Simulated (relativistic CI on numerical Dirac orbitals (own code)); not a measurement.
## What each ingredient does to the levels of Se XXXIII

Base calculation: Dirac-Coulomb-Breit CI, separate exchange-only KLI orbitals for each configuration, model QED, unscaled Slater integrals.

CI space: 1s2, 1s 2s, 1s 2p, 1s 3s, 1s 3p, 1s 3d, 1s 4s, 1s 4p, 1s 4d, 1s 4f, 1s 5s, 1s 5p, 1s 5d, 1s 5f, 1s 5g, 1s 6s, 1s 6p, 1s 6d. Levels of other configurations are missing.

Variants: (1) configuration mixing switched off; (2) non-relativistic limit. Shifts of the energy above 1s2 1S_0, in eV, for the lowest level and the first level of each name with at least 55 % of one term (blank where a level changes its place among those of its configuration and J or its character, or is not in the variant):

```csv
Level,Base,Δ(1),Δ(2)
1s2 1S_0,0.0,0.0,0.0
1s 2s 3S_1,11534.0,0.0,-140.6
1s 2p 3P°_0,11575.0,0.0,-147.3
1s 2p 3P°_1,11577.8,0.0,-150.1
1s 2s 1S_0,11578.0,+0.2,-145.8
1s 2p 3P°_2,11627.8,0.0,-200.1
1s 2p 1P°_1,11650.6,+0.1,-193.1
1s 3s 3S_1,13678.6,0.0,-187.6
1s 3p 3P°_0,13689.9,0.0,-189.4
1s 3s 1S_0,13690.3,-0.1,-189.0
1s 3p 3P°_1,13690.7,0.0,-190.1
1s 3p 3P°_2,13705.6,0.0,-205.0
1s 3d 3D_2,13711.2,0.0,-205.0
1s 3d 3D_1,13711.4,0.0,-205.3
```

At this charge energies of transitions that change n are usually good to better than 1 %, and those within a shell (Δn = 0) to a few per cent.

Ionisation energy from the two ground configurations alone: base 15365.7 eV. The NIST ASD value (theoretical) is 15367.5 eV.

LS names give the leading component of a level, which can be under half, so a name can repeat, a term be missing and a line seem to break the LS rules.
